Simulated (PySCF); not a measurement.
OP, SMILES O=[P], multiplicity 2. Geometry: PBE-D3(BJ)/def2-TZVPD.

Computed equilibrium geometry at PBE-D3(BJ)/def2-TZVPD (PySCF confirms it by a frequency run) as a Z-matrix, and its point group:
point group C∞v.
```
P
O 1 1.4964
```
Charge 0, spin multiplicity 2.
